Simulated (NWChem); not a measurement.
System: PbHCl, singlet; SMILES [Cl][PbH]

Low-valent species are run as closed-shell singlets; no triplet was tried in these runs. def2 effective core potentials on Pb; no spin-orbit coupling.

Give the equilibrium geometry at PBE0/def2-SVP with def2 effective core potentials on Pb (NWChem) as an XYZ file, with the point group.

point group Cs; any orientation.
```
3

Pb     0.0397     0.4352     0.0000
H     -1.8151     0.6053     0.0000
Cl    -0.0123    -2.0542     0.0000
```
